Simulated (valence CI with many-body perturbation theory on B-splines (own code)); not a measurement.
## Energy levels of La XLV

Method: valence CI with perturbative core correlation (CI+MBPT): three valence electrons over a frozen Dirac-Fock core [Ne], radial functions for each j: 11 s, 11 p, 9 d, 7 f, 5 g, 2 h, 1 i, with the one-electron correlation potential Σ1, the two-electron term Σ2, the three-electron term Σ3, Breit, model QED; selected CI, second order for the rest (own B-spline code, finite nucleus).

No measured spectrum was set against this ion. As an estimate, large intervals hold to a few tenths of a per cent, small ones and those within an open d or f shell to about a per cent.

Levels 1 to 45 of 68, with energies above the lowest level, (3s^2 3p1/2) J=1/2. "Leading %" is the weight of the configuration and term that name the level; weights of strongly mixed levels are sums over their largest components and can fall short. In the jj column 3d3/2^4 stands for four electrons in 3d with j = 3/2. Lifetimes count E1, E2, E3, M1 and M2 decay at the calculated energies, and are blank where another channel may lead or the interval is too uncertain; long ones can be off by a factor of two.

```
No.  Configuration  Term    J  E (× 10³ cm⁻¹)  Leading %  Lifetime                Leading jj      g
  1         3s2.3p   2P°  1/2            0.00         99                   3s^2 3p1/2 (99 %)  0.656
  2         3s2.3p   2P°  3/2          857.58         98    177 ns         3s^2 3p3/2 (98 %)  1.327
  3         3s.3p2    4P  1/2          891.13         63   67.8 ps         3s 3p1/2^2 (96 %)  2.261
  4         3s.3p2    4P  3/2          1592.2         92    550 ps     3s 3p1/2 3p3/2 (99 %)  1.662
  5         3s.3p2    2D  5/2          1690.5         53    165 ps     3s 3p1/2 3p3/2 (96 %)  1.368
  6         3s.3p2    2D  3/2          1822.8         60   7.50 ps     3s 3p1/2 3p3/2 (83 %)  0.939
  7         3s.3p2    2P  1/2          1888.2         71   2.22 ps     3s 3p1/2 3p3/2 (94 %)  1.198
  8         3s2.3d    2D  3/2          2200.3         83   1.71 ps         3s^2 3d3/2 (83 %)  0.838
  9         3s2.3d    2D  5/2          2316.9         78   22.4 ps         3s^2 3d5/2 (78 %)  1.265
 10         3s.3p2    2D  5/2          2573.6         43   4.90 ps         3s 3p3/2^2 (78 %)  1.346
 11            3p3   2P°  3/2          2723.6         35   7.66 ps      3p1/2^2 3p3/2 (78 %)  1.231
 12         3s.3p2    2S  1/2          2749.9         69   3.16 ps         3s 3p3/2^2 (97 %)  1.854
 13         3s.3p2    2P  3/2          2791.0         65   1.59 ps         3s 3p3/2^2 (96 %)  1.198
 14       3s.3p.3d   4F°  3/2          2836.6         77   23.5 ps     3s 3p1/2 3d3/2 (89 %)  0.545
 15       3s.3p.3d   4F°  5/2          2906.1         53   86.9 ps     3s 3p1/2 3d3/2 (93 %)  1.046
 16       3s.3p.3d   4D°  1/2          3056.5         66   2.28 ps     3s 3p1/2 3d3/2 (96 %)  0.357
 17       3s.3p.3d   4D°  3/2          3070.9         44   2.18 ps     3s 3p1/2 3d3/2 (80 %)  1.322
 18       3s.3p.3d   4P°  5/2          3111.2         37   9.89 ps     3s 3p1/2 3d5/2 (96 %)  1.343
 19       3s.3p.3d   4F°  7/2          3170.1         55   16.1 ps     3s 3p1/2 3d5/2 (93 %)  1.253
 20       3s.3p.3d   2F°  5/2          3235.3         42   10.7 ps     3s 3p1/2 3d5/2 (89 %)  1.083
 21       3s.3p.3d   2D°  3/2          3256.4         39   4.05 ps     3s 3p1/2 3d5/2 (64 %)  1.188
 22            3p3   2D°  5/2          3564.9         68   3.96 ps      3p1/2 3p3/2^2 (68 %)  1.122
 23            3p3   2D°  3/2          3604.7         44   1.79 ps      3p1/2 3p3/2^2 (79 %)  1.308
 24            3p3   2P°  1/2          3662.8         84   2.76 ps      3p1/2 3p3/2^2 (84 %)  0.667
 25       3s.3p.3d   4D°  3/2          3782.8         42   2.78 ps     3s 3p3/2 3d3/2 (98 %)  1.345
 26       3s.3p.3d   4D°  5/2          3788.0         52   2.23 ps     3s 3p3/2 3d3/2 (83 %)  1.272
 27       3s.3p.3d   4P°  1/2          3790.2         86   3.22 ps     3s 3p3/2 3d3/2 (97 %)  2.314
 28       3s.3p.3d   4D°  7/2          3808.5         44   3.44 ps     3s 3p3/2 3d3/2 (75 %)  1.296
 29       3s.3p.3d   4F°  9/2          3856.0        100    210 ns    3s 3p3/2 3d5/2 (100 %)  1.327
 30       3s.3p.3d   2D°  3/2          3941.9         60   2.24 ps     3s 3p3/2 3d3/2 (51 %)  1.029
 31         3p2.3d    4F  3/2          3944.2         39   10.8 ps      3p1/2^2 3d3/2 (98 %)  0.759
 32       3s.3p.3d   2D°  5/2          3995.0         46   4.97 ps     3s 3p3/2 3d5/2 (94 %)  1.336
 33       3s.3p.3d   2D°  3/2          4065.3         42   2.39 ps     3s 3p3/2 3d5/2 (44 %)  1.162
 34       3s.3p.3d   2F°  7/2          4070.5         82   4.84 ps     3s 3p3/2 3d5/2 (80 %)  1.182
 35       3s.3p.3d   2F°  5/2          4071.0         73   1.31 ps     3s 3p3/2 3d3/2 (90 %)  0.935
 36       3s.3p.3d   2P°  1/2          4088.8         73   1.27 ps     3s 3p3/2 3d3/2 (80 %)  0.611
 37       3s.3p.3d   2F°  7/2          4168.8         75   2.63 ps     3s 3p3/2 3d5/2 (94 %)  1.194
 38         3p2.3d    2D  5/2          4203.7         27   7.55 ps      3p1/2^2 3d5/2 (94 %)  1.193
 39       3s.3p.3d   2P°  1/2          4234.9         84   2.92 ps     3s 3p3/2 3d5/2 (80 %)  0.679
 40       3s.3p.3d   2P°  3/2          4286.6         81   1.85 ps     3s 3p3/2 3d5/2 (96 %)  1.303
 41       3s.3p.3d   2D°  5/2          4302.5         64   1.67 ps     3s 3p3/2 3d5/2 (88 %)  1.119
 42            3p3   2P°  3/2          4610.1         46   1.12 ps            3p3/2^3 (85 %)  1.232
 43         3p2.3d    2F  5/2          4655.5         54   6.02 ps  3p1/2 3p3/2 3d3/2 (90 %)  0.929
 44         3p2.3d    4F  3/2          4701.9         38   3.22 ps  3p1/2 3p3/2 3d3/2 (97 %)  0.935
 45         3p2.3d    4D  1/2          4718.3         81   3.04 ps  3p1/2 3p3/2 3d3/2 (99 %)  0.159
```

The ionisation energy to 3s2 1S_0 of the next ion comes out as 3517 eV (NIST: 3515 ± 4 eV (theoretical)). All 68 levels together are meant to be complete up to 5474.5 × 10³ cm⁻¹.
